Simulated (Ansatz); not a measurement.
As₆. Charge 0, multiplicity 1. Geometry PBE-D4/def2-SVP, basis def2-TZVP, Ansatz.

```tsv
atom	x (Å)	y (Å)	z (Å)
As1	1.741	-0.805	-0.169
As2	-0.283	-1.559	1.093
As3	-0.994	0.866	1.403
As4	-0.391	-1.274	-1.389
As5	1.029	1.621	0.141
As6	-1.102	1.151	-1.079
```

```csv
run,HOMO (eV),LUMO (eV)
A,-8.70,-1.01
B,-5.86,-3.61
C,-5.59,-3.59
D,-6.48,-2.94
```

LC-ωPBE has ω = 0.4 bohr⁻¹. The structure comes from a short search, and lower isomers may exist.

The runs used LC-ωPBE, PBE, PBE0, r2SCAN. Estimate which is which.

A LC-ωPBE (range-separated); B r2SCAN (0 % exact exchange); C PBE (0 % exact exchange); D PBE0 (25 % exact exchange). Exact exchange lowers occupied and raises empty levels; among semilocal functionals meta-GGAs tend to open the gap a little, and such runs are hard to tell apart. The gap grows from 2.00 eV (PBE) to 7.69 eV (LC-ωPBE).
